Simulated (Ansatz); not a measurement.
Total energies of MoNCl3 from Ansatz at r2SCAN-D4/def2-TZVP, gas phase (1 Eh = 27.2114 eV = 2625.5 kJ/mol). The reference geometry is relaxed at B3LYP-D4/def2-SVP.

```tsv
state	geometry	energy (Eh)
charge 0 singlet	reference	-1503.73366
charge 1 doublet	reference	-1503.33110
free Mo atom (septet)	–	-68.15316
free N atom (quartet)	–	-54.58101
free Cl atom (doublet)	–	-460.11688
```

In the def2 sets Mo takes a core potential; there is no spin–orbit coupling.

(1) Work out the vertical ionisation energy to the doublet.

(2) What is the binding energy per atom against free atoms?

(1) E(charge 1 doublet) − E(charge 0 singlet) = -1503.33110 − (-1503.73366) = 0.40256 Eh = 10.95 eV. For comparison, −ε of the highest occupied level is 8.30 eV at this level, 2.65 eV less.

(2) Atoms: 1 × (-68.15316) + 1 × (-54.58101) + 3 × (-460.11688) = -1503.08481 Eh. Binding: -1503.08481 − (-1503.73366) = 0.64885 Eh = 17.66 eV, or 3.53 eV for each of 5 atoms (no zero-point energy, no counterpoise term).

The restricted singlet is unstable towards broken spin symmetry in Hartree–Fock (as tested in another run); at r2SCAN-D4/def2-TZVP this wasn't settled.
